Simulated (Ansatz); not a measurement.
Cost and result for the atomization energy of CH$_{3}$IIn, SMILES `[CH3][In][I]` radical (6 atoms, 5 bonds).

The species carries charge 0 and has multiplicity 2. Correlated methods include outer-core shells of I, In, which these sets cover unevenly. In, I takes the def2 core potential. All single points use the PBE0-D4/def2-TZVP geometry. Program: Ansatz. All runs use 4 threads of an Arm Neoverse V2 on a shared host. Times are those of one run each, without the atoms' runs, and a repeat can differ threefold. Electronic energies, without spin–orbit coupling; frozen cores. CCSD(T)/CBS adds CCSD(T) − MP2 in def2-TZVPP to the MP2 limit, and its time is that of the two runs behind it. T1 = 0.015; ⟨S²⟩ of the reference is 0.78. With those shells the extrapolation isn't a true limit. B3LYP takes the VWN-RPA correlation (the form of Gaussian; ORCA's B3LYP/G).

CCSD(T)/CBS is a level of theory with its own doubt, some kJ/mol a heavy atom from the limit and from the frozen cores, so smaller differences don't rank the functionals.

```
                             level  functions  wall time  atomization (kcal/mol)  difference from CCSD(T)/CBS  per bond
            LDA (SPW92)/def2-TZVPP        173      1.4 s                   467.1                         53.5      10.7
   PBE-D4/def2-TZVPP (with forces)        173      2.5 s                   417.5                          3.9       0.8
                BLYP-D4/def2-TZVPP        173      2.9 s                   406.4                         -7.2      -1.4
 B3LYP-D4/def2-TZVPP (with forces)        173      3.7 s                   409.1                         -4.5      -0.9
r2SCAN-D4/def2-TZVPP (with forces)        173      5.5 s                   415.2                          1.6       0.3
             r2SCANh-D4/def2-TZVPP        173      6.5 s                   413.3                         -0.3      -0.1
                ωB97X-V/def2-TZVPP        173        9 s                   410.4                         -3.2      -0.6
                 B97M-V/def2-TZVPP        173      9.5 s                   410.1                         -3.5      -0.7
                  CCSD(T)/def2-SVP         81       10 s                   387.5                        -26.1      -5.2
  ωB97M-V/def2-TZVPP (with forces)        173       13 s                   408.8                         -4.8      -0.9
                    MP2/def2-QZVPP        311       16 s                   412.1                         -1.5      -0.3
                CCSD(T)/def2-TZVPP        173    4.2 min                   401.7                        -11.9      -2.4
                 CCSD(T)/CBS(def2)          –    4.4 min                   413.6                          0.0       0.0
```

From BLYP to BHLYP (50 % exact exchange), in def2-TZVPP and without D4, the atomization energy moves by −3.8 kcal/mol: exact exchange takes away binding that semilocal exchange gives to molecules. In def2-TZVPP, CCSD(T) changes the Hartree–Fock value by +94.4 kcal/mol (the triples alone add +6.5 kcal/mol) and MP2 by +97.9 kcal/mol; breaking electron pairs costs correlation energy, which Hartree–Fock lacks. Leaving LDA and LC-ωPBE aside and taking each functional with its dispersion term where it has one, the values, not all of them listed here, spread over 15.8 kcal/mol, from BHLYP-D4 to PBE-D4. LDA lies +52.5 kcal/mol from PBE without D4, its usual overbinding.

Spin–orbit coupling would lower the free I, In atoms strongly, and the atomization energy with them, by more than many differences here.
